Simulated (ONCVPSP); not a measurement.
**tellurium: excitation energies, all-electron against ONCV**

ONCVPSP 4.0.1 input, shortened (lines: element, Z, core and valence counts, functional; n l f; lmax; l rc ep ncon nbas qcut; lloc lpopt rc5 dvloc0; l nproj debl; icmod fcfact rcfact), PBEsol, fully relativistic:

```
  Te 52.00    6    5  -116133      upf
    1    0    2.00
    2    0    2.00
    2    1    6.00
    3    0    2.00
    3    1    6.00
    3    2   10.00
    4    0    2.00
    4    1    6.00
    4    2   10.00
    5    0    2.00
    5    1    3.50
    2
    0    1.40    0.00    4    6    7.30
    1    1.50    0.00    4    8   11.00
    2    1.25    0.00    4    9   11.10
    4    5    1.10    0.00
    0    3    3.60
    1    3    3.50
    2    2    2.20
    0    0.00    0.00
```

Open shells are filled in proportion to 2j + 1.

Energies are relative to the spin-unpolarised reference configuration 4s2 4p6 4d10 5s2 5p3.5; without spin polarisation the order of configurations can differ from experiment.

Q: Give the all-electron excitation energy and the error of the potential for: 4s2 4p6 4d10 5s2 5p4; 4s2 4p6 4d10 5s2 5p3; 4s2 4p6 4d10 5s2 5p2; 4s2 4p6 4d10 5s1 5p5.

A:

```csv
valence configuration,charge,ΔE all-electron (eV),error AE − PS (meV)
4s2 4p6 4d10 5s2 5p4,0,-3.917,-0.1
4s2 4p6 4d10 5s2 5p3,+1,5.857,+0.2
4s2 4p6 4d10 5s2 5p2,+2,23.851,+0.6
4s2 4p6 4d10 5s1 5p5,0,5.333,-0.8
```
